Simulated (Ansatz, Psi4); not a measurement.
Ansatz (a quantum-chemistry and plane-wave program) was given this input:
Ansatz 0.2 input:
```yaml
crystal:
  periodic: [false, false, false]
  atoms:
    - {symbol: Be, position_ang: [0.00000000, 0.00000000, 0.00000000]}
basis:
  gaussian:
    orbitals: def2-SVPD
hamiltonian:
  xc: revpbe
accuracy: high
```

### Question
Write the same job for Psi4.

### Answer
One answer among several that fit: 
```
memory 2 GB

molecule mol {
0 1
Be    0.000000    0.000000    0.000000
}

set {
  basis def2-svpd
  reference rks
  scf_type pk
  puream true
  d_convergence 1e-8
  dft_radial_points 99
  dft_spherical_points 590
}

energy('revpbe')
print_variables()
```

Both were run: Ansatz gave -14.646152 Eh and Psi4 -14.646152 Eh, 0.000 mEh apart.
